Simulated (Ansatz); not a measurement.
## Nudged elastic band run: Al2BH6N

The input (input.yaml):

```yaml
crystal:
  periodic: [false, false, false]
  atoms:
    - { symbol: B, position_ang: [-1.07877, 0.46807, -0.69764] }
    - { symbol: "N", position_ang: [0.05113, -0.00419, 0.03899] }
    - { symbol: Al, position_ang: [0.21541, -1.8022, -0.27308] }
    - { symbol: Al, position_ang: [0.86258, 1.34482, 0.97314] }
    - { symbol: H, position_ang: [-1.38798, 1.61025, -0.65138] }
    - { symbol: H, position_ang: [-1.70144, -0.30369, -1.35552] }
    - { symbol: H, position_ang: [1.50111, -2.32714, -0.949] }
    - { symbol: H, position_ang: [-0.88772, -2.78062, 0.16844] }
    - { symbol: H, position_ang: [1.17592, 1.1338, 2.4709] }
    - { symbol: H, position_ang: [1.24977, 2.6609, 0.27516] }
basis:
  gaussian: { orbitals: "6-31G*" }
hamiltonian:
  xc: lda
neb:
  order_check: false
  images: 7
  f_tol: 0.03
  max_iterations: 60
  final_atoms:
    - { symbol: B, position_ang: [-1.07877, 0.46807, -0.69764] }
    - { symbol: "N", position_ang: [0.05113, -0.00419, 0.03899] }
    - { symbol: Al, position_ang: [0.21541, -1.8022, -0.27308] }
    - { symbol: Al, position_ang: [0.86258, 1.34482, 0.97314] }
    - { symbol: H, position_ang: [-1.38798, 1.61025, -0.65138] }
    - { symbol: H, position_ang: [-1.70144, -0.30369, -1.35552] }
    - { symbol: H, position_ang: [1.50111, -2.32714, -0.949] }
    - { symbol: H, position_ang: [-0.88772, -2.78062, 0.16844] }
    - { symbol: H, position_ang: [1.21213, 2.65788, 0.23851] }
    - { symbol: H, position_ang: [1.17163, 1.18621, 2.47264] }
  initial_path:
    images:
      - { positions_ang: [[-1.07877, 0.46807, -0.69764], [0.05113, -0.00419, 0.03899], [0.21541, -1.8022, -0.27308], [0.86258, 1.34482, 0.97314], [-1.38798, 1.61025, -0.65138], [-1.70144, -0.30369, -1.35552], [1.50111, -2.32714, -0.949], [-0.88772, -2.78062, 0.16844], [1.17592, 1.1338, 2.4709], [1.24977, 2.6609, 0.27516]] }
      - { positions_ang: [[-1.03617332, 0.47596674, -0.74501409], [0.04891581, -0.0051147, 0.04210931], [0.18442184, -1.80935628, -0.23645419], [0.85007506, 1.34231949, 0.9869952], [-1.32017523, 1.62350072, -0.72790694], [-1.64736072, -0.2939169, -1.41509891], [1.47980724, -2.37112001, -0.84928591], [-0.9537018, -2.75659487, 0.17175653], [1.46305364, 1.16599797, 2.18735782], [0.93114749, 2.62831784, 0.58555118]] }
      - { positions_ang: [[-0.99357664, 0.48386349, -0.79238819], [0.04670162, -0.00603939, 0.04522862], [0.15343368, -1.81651255, -0.19982837], [0.83757012, 1.33981898, 1.0008504], [-1.25237047, 1.63675143, -0.80443389], [-1.59328144, -0.28414381, -1.47467783], [1.45850449, -2.41510002, -0.74957182], [-1.01968361, -2.73256975, 0.17507307], [1.75018727, 1.19819595, 1.90381564], [0.61252498, 2.59573567, 0.89594236]] }
      - { positions_ang: [[-0.95097996, 0.49176023, -0.83976228], [0.04448743, -0.00696409, 0.04834793], [0.12244551, -1.82366883, -0.16320256], [0.82506518, 1.33731848, 1.0147056], [-1.1845657, 1.65000215, -0.88096083], [-1.53920217, -0.27437071, -1.53425674], [1.43720173, -2.45908003, -0.64985773], [-1.08566541, -2.70854462, 0.1783896], [2.03732091, 1.23039392, 1.62027347], [0.29390248, 2.56315351, 1.20633354]] }
      - { positions_ang: [[-0.90838329, 0.49965697, -0.88713637], [0.04227324, -0.00788878, 0.05146724], [0.09145735, -1.8308251, -0.12657675], [0.81256024, 1.33481797, 1.0285608], [-1.11676093, 1.66325286, -0.95748777], [-1.48512289, -0.26459762, -1.59383566], [1.41589897, -2.50306005, -0.55014364], [-1.15164721, -2.68451949, 0.18170613], [2.32445454, 1.26259189, 1.33673129], [-0.02472003, 2.53057134, 1.51672472]] }
      - { positions_ang: [[-0.95097996, 0.49176023, -0.83976228], [0.04448743, -0.00696409, 0.04834793], [0.12244551, -1.82366883, -0.16320256], [0.82506518, 1.33731848, 1.0147056], [-1.1845657, 1.65000215, -0.88096083], [-1.53920217, -0.27437071, -1.53425674], [1.43720173, -2.45908003, -0.64985773], [-1.08566541, -2.70854462, 0.1783896], [2.04637341, 1.61141392, 1.06217597], [0.27436748, 2.19448101, 1.75570354]] }
      - { positions_ang: [[-0.99357664, 0.48386349, -0.79238819], [0.04670162, -0.00603939, 0.04522862], [0.15343368, -1.81651255, -0.19982837], [0.83757012, 1.33981898, 1.0008504], [-1.25237047, 1.63675143, -0.80443389], [-1.59328144, -0.28414381, -1.47467783], [1.45850449, -2.41510002, -0.74957182], [-1.01968361, -2.73256975, 0.17507307], [1.76829227, 1.96023595, 0.78762064], [0.57345498, 1.85839067, 1.99468236]] }
      - { positions_ang: [[-1.03617332, 0.47596674, -0.74501409], [0.04891581, -0.0051147, 0.04210931], [0.18442184, -1.80935628, -0.23645419], [0.85007506, 1.34231949, 0.9869952], [-1.32017523, 1.62350072, -0.72790694], [-1.64736072, -0.2939169, -1.41509891], [1.47980724, -2.37112001, -0.84928591], [-0.9537018, -2.75659487, 0.17175653], [1.49021114, 2.30905797, 0.51306532], [0.87254249, 1.52230034, 2.23366118]] }
      - { positions_ang: [[-1.07877, 0.46807, -0.69764], [0.05113, -0.00419, 0.03899], [0.21541, -1.8022, -0.27308], [0.86258, 1.34482, 0.97314], [-1.38798, 1.61025, -0.65138], [-1.70144, -0.30369, -1.35552], [1.50111, -2.32714, -0.949], [-0.88772, -2.78062, 0.16844], [1.21213, 2.65788, 0.23851], [1.17163, 1.18621, 2.47264]] }
```

Command:

```bash
$ ansatz run input.yaml --threads 1 --pin off --max-ram 2048MiB --backend cpu --events-out ev --progress --plain --runs-dir out
```

Output, in part (warnings, iteration lines):

```
WARN: NEB end point (image 0): max|allowed force component| = 1.405e0 eV/Å (the criterion of neb.relax_end_points is 1.000e-2). That is over neb.f_tol: it is no minimum, so the barrier can be far off. Relax it first
WARN: NEB end point (image 8): max|allowed force component| = 1.402e0 eV/Å (the criterion of neb.relax_end_points is 1.000e-2). That is over neb.f_tol: it is no minimum, so the barrier can be far off. Relax it first
NEB iter   1: max|band force component| = 1.434e1 eV/Å  barrier→ = 5.7229 eV  barrier← = 5.7218 eV  Δτ_max = 0.1886 Å  (225 SCF iters)
NEB iter   2: max|band force component| = 5.423e0 eV/Å  barrier→ = 1.5091 eV  barrier← = 1.5080 eV  Δτ_max = 0.1976 Å  (188 SCF iters)
NEB iter   3: max|band force component| = 2.325e0 eV/Å  barrier→ = 0.2872 eV  barrier← = 0.2861 eV  Δτ_max = 0.1987 Å  (190 SCF iters)
NEB iter   4: max|band force component| = 1.505e0 eV/Å  barrier→ = 0.0012 eV  barrier← = 0.0000 eV  Δτ_max = 0.1686 Å  (189 SCF iters)
NEB iter   5: max|band force component| = 5.545e-1 eV/Å  barrier→ = 0.0012 eV  barrier← = 0.0000 eV  Δτ_max = 0.2000 Å  (200 SCF iters)
NEB iter   6: max|band force component| = 5.595e-1 eV/Å  barrier→ = 0.0012 eV  barrier← = 0.0000 eV  Δτ_max = 0.1005 Å  (189 SCF iters)
NEB iter   7: max|band force component| = 4.372e-1 eV/Å  barrier→ = -0.2117 eV  barrier← = -0.2129 eV  CI = image 7  Δτ_max = 0.1004 Å  (189 SCF iters)
NEB iter   8: max|band force component| = 2.496e-1 eV/Å  barrier→ = -0.1981 eV  barrier← = -0.1992 eV  CI = image 7  Δτ_max = 0.1002 Å  (189 SCF iters)
NEB iter   9: max|band force component| = 2.778e-1 eV/Å  barrier→ = -0.1957 eV  barrier← = -0.1969 eV  CI = image 7  Δτ_max = 0.0501 Å  (189 SCF iters)
NEB iter  10: max|band force component| = 1.700e-1 eV/Å  barrier→ = -0.2003 eV  barrier← = -0.2015 eV  CI = image 7  Δτ_max = 0.0500 Å  (192 SCF iters)
NEB iter  11: max|band force component| = 1.492e-1 eV/Å  barrier→ = -0.2030 eV  barrier← = -0.2041 eV  CI = image 7  Δτ_max = 0.0501 Å  (193 SCF iters)
NEB iter  12: max|band force component| = 1.707e-1 eV/Å  barrier→ = -0.2045 eV  barrier← = -0.2057 eV  CI = image 7  Δτ_max = 0.0501 Å  (194 SCF iters)
NEB iter  13: max|band force component| = 2.102e-1 eV/Å  barrier→ = -0.2164 eV  barrier← = -0.2176 eV  CI = image 7  Δτ_max = 0.1002 Å  (193 SCF iters)
NEB iter  14: max|band force component| = 1.975e-1 eV/Å  barrier→ = -0.2095 eV  barrier← = -0.2107 eV  CI = image 7  Δτ_max = 0.2000 Å  (190 SCF iters)
NEB iter  15: max|band force component| = 2.872e-1 eV/Å  barrier→ = -0.1928 eV  barrier← = -0.1940 eV  CI = image 7  Δτ_max = 0.1008 Å  (189 SCF iters)
NEB iter  16: max|band force component| = 2.797e-1 eV/Å  barrier→ = -0.2218 eV  barrier← = -0.2230 eV  CI = image 7  Δτ_max = 0.1004 Å  (185 SCF iters)
NEB iter  17: max|band force component| = 1.865e-1 eV/Å  barrier→ = -0.2003 eV  barrier← = -0.2015 eV  CI = image 7  Δτ_max = 0.2000 Å  (186 SCF iters)
NEB iter  18: max|band force component| = 1.273e0 eV/Å  barrier→ = -0.2333 eV  barrier← = -0.2345 eV  CI = image 6  Δτ_max = 0.1000 Å  (187 SCF iters)
NEB iter  19: max|band force component| = 1.126e0 eV/Å  barrier→ = -0.2124 eV  barrier← = -0.2136 eV  CI = image 6  Δτ_max = 0.1996 Å  (190 SCF iters)
NEB iter  20: max|band force component| = 3.758e-1 eV/Å  barrier→ = -0.1872 eV  barrier← = -0.1884 eV  CI = image 6  Δτ_max = 0.1995 Å  (188 SCF iters)
NEB iter  21: max|band force component| = 2.220e-1 eV/Å  barrier→ = -0.1814 eV  barrier← = -0.1825 eV  CI = image 6  Δτ_max = 0.1991 Å  (187 SCF iters)
NEB iter  22: max|band force component| = 4.050e-1 eV/Å  barrier→ = -0.1830 eV  barrier← = -0.1842 eV  CI = image 6  Δτ_max = 0.1000 Å  (187 SCF iters)
NEB iter  23: max|band force component| = 4.340e-1 eV/Å  barrier→ = -0.1891 eV  barrier← = -0.1903 eV  CI = image 6  Δτ_max = 0.1001 Å  (190 SCF iters)
NEB iter  24: max|band force component| = 5.647e-1 eV/Å  barrier→ = -0.1890 eV  barrier← = -0.1902 eV  CI = image 6  Δτ_max = 0.0502 Å  (174 SCF iters)
NEB iter  25: max|band force component| = 3.096e-1 eV/Å  barrier→ = -0.1922 eV  barrier← = -0.1934 eV  CI = image 6  Δτ_max = 0.1003 Å  (180 SCF iters)
NEB iter  26: max|band force component| = 3.561e-1 eV/Å  barrier→ = -0.2004 eV  barrier← = -0.2016 eV  CI = image 6  Δτ_max = 0.0501 Å  (186 SCF iters)
NEB iter  27: max|band force component| = 2.675e-1 eV/Å  barrier→ = -0.2053 eV  barrier← = -0.2064 eV  CI = image 6  Δτ_max = 0.0500 Å  (186 SCF iters)
NEB iter  28: max|band force component| = 2.089e-1 eV/Å  barrier→ = -0.2099 eV  barrier← = -0.2111 eV  CI = image 6  Δτ_max = 0.0500 Å  (182 SCF iters)
NEB iter  29: max|band force component| = 1.833e-1 eV/Å  barrier→ = -0.2139 eV  barrier← = -0.2151 eV  CI = image 6  Δτ_max = 0.0501 Å  (178 SCF iters)
NEB iter  30: max|band force component| = 1.363e-1 eV/Å  barrier→ = -0.2188 eV  barrier← = -0.2200 eV  CI = image 6  Δτ_max = 0.0501 Å  (185 SCF iters)
NEB iter  31: max|band force component| = 1.073e-1 eV/Å  barrier→ = -0.2239 eV  barrier← = -0.2251 eV  CI = image 6  Δτ_max = 0.0500 Å  (190 SCF iters)
NEB iter  32: max|band force component| = 3.030e-1 eV/Å  barrier→ = -0.2287 eV  barrier← = -0.2299 eV  CI = image 6  Δτ_max = 0.0250 Å  (186 SCF iters)
NEB iter  33: max|band force component| = 1.712e-1 eV/Å  barrier→ = -0.2311 eV  barrier← = -0.2322 eV  CI = image 6  Δτ_max = 0.0500 Å  (195 SCF iters)
NEB iter  34: max|band force component| = 1.435e-1 eV/Å  barrier→ = -0.2350 eV  barrier← = -0.2362 eV  CI = image 6  Δτ_max = 0.0502 Å  (193 SCF iters)
NEB iter  35: max|band force component| = 1.288e-1 eV/Å  barrier→ = -0.2396 eV  barrier← = -0.2407 eV  CI = image 6  Δτ_max = 0.0250 Å  (191 SCF iters)
NEB iter  36: max|band force component| = 1.002e-1 eV/Å  barrier→ = -0.2415 eV  barrier← = -0.2427 eV  CI = image 6  Δτ_max = 0.0500 Å  (195 SCF iters)
NEB iter  37: max|band force component| = 1.066e-1 eV/Å  barrier→ = -0.2452 eV  barrier← = -0.2464 eV  CI = image 6  Δτ_max = 0.1000 Å  (185 SCF iters)
NEB iter  38: max|band force component| = 1.281e-1 eV/Å  barrier→ = -0.2512 eV  barrier← = -0.2524 eV  CI = image 6  Δτ_max = 0.1000 Å  (189 SCF iters)
NEB iter  39: max|band force component| = 1.596e-1 eV/Å  barrier→ = -0.2545 eV  barrier← = -0.2557 eV  CI = image 6  Δτ_max = 0.0500 Å  (189 SCF iters)
NEB iter  40: max|band force component| = 2.534e-1 eV/Å  barrier→ = -0.2529 eV  barrier← = -0.2541 eV  CI = image 6  Δτ_max = 0.0501 Å  (193 SCF iters)
NEB iter  41: max|band force component| = 3.493e-1 eV/Å  barrier→ = -0.2516 eV  barrier← = -0.2528 eV  CI = image 6  Δτ_max = 0.0250 Å  (191 SCF iters)
NEB iter  42: max|band force component| = 3.512e-1 eV/Å  barrier→ = -0.2515 eV  barrier← = -0.2527 eV  CI = image 6  Δτ_max = 0.0500 Å  (196 SCF iters)
NEB iter  43: max|band force component| = 4.128e-1 eV/Å  barrier→ = -0.2507 eV  barrier← = -0.2519 eV  CI = image 6  Δτ_max = 0.1004 Å  (190 SCF iters)
NEB iter  44: max|band force component| = 6.211e-1 eV/Å  barrier→ = -0.2467 eV  barrier← = -0.2479 eV  CI = image 6  Δτ_max = 0.2000 Å  (190 SCF iters)
NEB iter  45: max|band force component| = 1.955e0 eV/Å  barrier→ = -0.1946 eV  barrier← = -0.1958 eV  CI = image 7  Δτ_max = 0.2000 Å  (188 SCF iters)
NEB iter  46: max|band force component| = 4.627e-1 eV/Å  barrier→ = -0.2174 eV  barrier← = -0.2185 eV  CI = image 6  Δτ_max = 0.1975 Å  (188 SCF iters)
NEB iter  47: max|band force component| = 1.627e0 eV/Å  barrier→ = -0.2440 eV  barrier← = -0.2452 eV  CI = image 7  Δτ_max = 0.2000 Å  (187 SCF iters)
NEB iter  48: max|band force component| = 5.532e-1 eV/Å  barrier→ = -0.2198 eV  barrier← = -0.2210 eV  CI = image 6  Δτ_max = 0.1993 Å  (194 SCF iters)
NEB iter  49: max|band force component| = 4.251e-1 eV/Å  barrier→ = -0.2489 eV  barrier← = -0.2501 eV  CI = image 6  Δτ_max = 0.2000 Å  (186 SCF iters)
NEB iter  50: max|band force component| = 5.065e-1 eV/Å  barrier→ = -0.2612 eV  barrier← = -0.2624 eV  CI = image 6  Δτ_max = 0.0998 Å  (187 SCF iters)
NEB iter  51: max|band force component| = 1.572e-1 eV/Å  barrier→ = -0.2622 eV  barrier← = -0.2634 eV  CI = image 6  Δτ_max = 0.1976 Å  (189 SCF iters)
NEB iter  52: max|band force component| = 4.336e-1 eV/Å  barrier→ = -0.2664 eV  barrier← = -0.2676 eV  CI = image 6  Δτ_max = 0.1001 Å  (195 SCF iters)
NEB iter  53: max|band force component| = 1.273e-1 eV/Å  barrier→ = -0.2639 eV  barrier← = -0.2651 eV  CI = image 6  Δτ_max = 0.1996 Å  (186 SCF iters)
NEB iter  54: max|band force component| = 1.133e-1 eV/Å  barrier→ = -0.2605 eV  barrier← = -0.2617 eV  CI = image 6  Δτ_max = 0.1200 Å  (190 SCF iters)
NEB iter  55: max|band force component| = 1.388e-1 eV/Å  barrier→ = -0.2542 eV  barrier← = -0.2554 eV  CI = image 6  Δτ_max = 0.1993 Å  (191 SCF iters)
NEB iter  56: max|band force component| = 3.407e-1 eV/Å  barrier→ = -0.2547 eV  barrier← = -0.2559 eV  CI = image 6  Δτ_max = 0.0676 Å  (188 SCF iters)
NEB iter  57: max|band force component| = 1.852e-1 eV/Å  barrier→ = -0.2573 eV  barrier← = -0.2584 eV  CI = image 6  Δτ_max = 0.1003 Å  (187 SCF iters)
NEB iter  58: max|band force component| = 7.189e-1 eV/Å  barrier→ = -0.2599 eV  barrier← = -0.2611 eV  CI = image 6  Δτ_max = 0.0502 Å  (193 SCF iters)
NEB iter  59: max|band force component| = 1.784e-1 eV/Å  barrier→ = -0.2612 eV  barrier← = -0.2624 eV  CI = image 6  Δτ_max = 0.0999 Å  (192 SCF iters)
NEB iter  60: max|band force component| = 8.451e-2 eV/Å  barrier→ = -0.2654 eV  barrier← = -0.2666 eV  CI = image 6  Δτ_max = 0.0932 Å  (184 SCF iters)
Error: NEB band did not converge after 60 iterations: max|band force component| = 8.45e-2 eV/Å (threshold 3.0e-2); raise `neb.max_iterations` in a new run, which can start from the last band evaluated (`neb.initial_path`, with `crystal.atoms` and `neb.final_atoms` set to its first and last images), …
```

It did not converge within its limit. The band didn't meet its force threshold, so its energies are provisional: the largest band force was still 0.08 eV/Å, and over the last iterations the top stayed at 0.00 eV. Neighbouring images lie up to 2.6 Å apart, so the band is torn or far too coarse. The end points aren't both relaxed to the band's threshold either. Inner images lie below an end point, which means an intermediate or an end that isn't the lowest structure nearby.

Final band (atoms are numbered from 1 in the order of the input):

```
image  path coordinate (Å)  energy (kcal/mol)  dihedral Al3–N2–Al4–H10 (°)
    0                 0.00                0.0                          129
    1                 2.26              -10.7                         -166
    2                 4.52               -8.6                          -86
    3                 6.78               -8.8                          -28
    4                 9.05               -8.5                          -94
    5                11.31               -8.9                          -41
    6                13.57               -6.1                           -4
    7                16.19              -10.0                           27
    8                18.81                0.0                          -51
```

Time of the run: 13 min on 1 thread of Arm Neoverse V1 (shared host), peak memory 0.12 GiB.
